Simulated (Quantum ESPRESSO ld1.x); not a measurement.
Input (ld1.x (Quantum ESPRESSO 7.5)):

```
 &input
    zed=27.0,
    iswitch=1,
    rel=1,
    dft='REVPBE',
    config='[Ar] 3d5 4p2',
    verbosity='high',
    prefix='ld1',
    max_out_wfc=37,
    file_charge='ld1.rho',
 /
```

Command: `OMP_NUM_THREADS=1 ld1.x < ld1.in > ld1.out`

It prints:

```
     Program LD1 v.7.5 starts

     --------------------------- All-electron run ----------------------------

     scalar relativistic calculation

     atomic number is 27.00
     dft =REVPBE   lsd =0 sic =0 latt =0  beta=0.20 tr2=1.0E-14
     Exchange-correlation= REVPBE
                           (   1   4   4   4   0   0   0)
     mesh =1989 r(mesh) = 100.29974 a.u. xmin = -8.00 dx = 0.00800
     1 Ry =  13.60569312 eV, c = 137.03599908

     n l     nl                  e(Ry)          e(Ha)          e(eV)
     1 0     1S 1( 2.00)    -560.955002512    -280.477501256  -7632.1816200
     2 0     2S 1( 2.00)     -69.018438438     -34.509219219   -939.0436932
     2 1     2P 1( 6.00)     -59.508284394     -29.754142197   -809.6514557
     3 0     3S 1( 2.00)     -10.264914038      -5.132457019   -139.6612703
     3 1     3P 1( 6.00)      -7.523963921      -3.761981961   -102.3687442
     3 2     3D 1( 5.00)      -3.171327011      -1.585663506    -43.1481021
     4 1     4P 1( 2.00)      -1.418902686      -0.709451343    -19.3051545

     final scf error:  7.2E-15 reached in  21 iterations

     Etot =   -2782.077628 Ry,   -1391.038814 Ha,  -37852.094447 eV

     Ekin =    2818.236872 Ry,    1409.118436 Ha,   38344.066025 eV
     Encl =   -6598.927970 Ry,   -3299.463985 Ha,  -89782.988900 eV
     Eh   =    1115.030343 Ry,     557.515172 Ha,   15170.760670 eV
     Exc  =    -116.416873 Ry,     -58.208436 Ha,   -1583.932243 eV

     normalization and overlap integrals

     s(1S/1S) =  1.000000  <r> =   0.0562  <r2> =    0.0042  r(max) =   0.0367
     s(1S/2S) = -0.003445
     s(1S/3S) = -0.001292
     s(2S/2S) =  1.000000  <r> =   0.2554  <r2> =    0.0770  r(max) =   0.2136
     s(2S/3S) = -0.000740
     s(2P/2P) =  1.000000  <r> =   0.2250  <r2> =    0.0622  r(max) =   0.1721
     s(2P/3P) = -0.000591
     s(2P/4P) = -0.000178
     s(3S/3S) =  1.000000  <r> =   0.7612  <r2> =    0.6668  r(max) =   0.6651
     s(3P/3P) =  1.000000  <r> =   0.7940  <r2> =    0.7391  r(max) =   0.6704
     s(3P/4P) = -0.000110
     s(3D/3D) =  1.000000  <r> =   0.8968  <r2> =    1.0072  r(max) =   0.6441
     s(4P/4P) =  1.000000  <r> =   2.5686  <r2> =    7.4961  r(max) =   2.2618

     ------------------------ End of All-electron run ------------------------
```

Run on one thread of a shared host, so times are rough (Intel(R) Xeon(R) Processor @ 2.60GHz): 0.59 s of CPU time, 0.63 s wall, 21 iterations on 1989 mesh points.
